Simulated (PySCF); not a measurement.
Stationary points of TeS₃⁻

Level of theory: PBE0 in PySCF with Te def2-SVPD with ECP28, S def2-SVPD; scalar-relativistic core potentials, no spin–orbit coupling; density-fitted integrals.

Relaxations began from a few typed shapes; open shells are unrestricted. The search is not exhaustive: other isomers or separated fragments can lie lower, and high-lying points may rest on an excited occupation.

| spin | group | bonds | angles | imaginary modes (cm⁻¹) | ΔE (kJ/mol) | ΔE with ZPE (kJ/mol) |
| --- | --- | --- | --- | --- | --- | --- |
| doublet | C3v | Te–S 2.315 Å (×3) | S–Te–S 113.0° (×3) | none | 0.0 | 0.0 |
| doublet | Cs | Te–S 2.298 Å, Te–S 2.386 Å (×2) | S–Te–S 78.5°, S–Te–S 111.6° (×2) | none | 1.8 | 1.5 |
| doublet | C3v | Te–S 2.348 Å (×3) | S–Te–S 102.6° (×3) | 148i, 148i | 23.1 | – |

The lowest minimum found is the doublet C3v: Te–S 2.315 Å (×3); S–Te–S 113.0° (×3).

For the lowest minimum: with an element this heavy the missing spin–orbit coupling can shift these numbers.
